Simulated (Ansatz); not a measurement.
`FB1CC1Cl`, relaxed with RKS PBE0-D4/def2-TZVP in Ansatz 0.2.0 from a PBE-D4/def2-SVP geometry. The force threshold is 0.005 eV/Å; the program also tests the step.

The species carries charge 0 and has multiplicity 1.

Start:

```xyz
8

F    -1.574   -0.115    1.722
B    -0.590    0.004    0.853
C     0.108    0.857   -0.204
C     0.387   -0.700   -0.093
Cl   -0.265   -1.783   -1.356
H     1.000    1.482   -0.024
H    -0.492    1.218   -1.061
H     1.427   -0.962    0.163
```

(1) How much energy does the relaxation release, and in how many steps? (An estimate is asked.)

(2) Which bonds change most? (An estimate is asked.)

(3) Give the relaxed structure. (An estimate is asked.)

## Answers

(1) Ansatz gave: 3.84 kJ/mol, in 12 steps, 2 of them rejected.

(2) The calculation gave: C4–Cl5 from 1.786 to 1.760 Å; C4–H8 from 1.103 to 1.084 Å; C3–H7 from 1.107 to 1.089 Å; C3–H6 from 1.104 to 1.086 Å.

(3) Computed: 
```xyz
8

F    -1.533   -0.100    1.737
B    -0.594    0.006    0.839
C     0.104    0.846   -0.207
C     0.373   -0.698   -0.098
Cl   -0.236   -1.751   -1.369
H     0.977    1.464   -0.019
H    -0.480    1.190   -1.059
H     1.388   -0.957    0.178
```
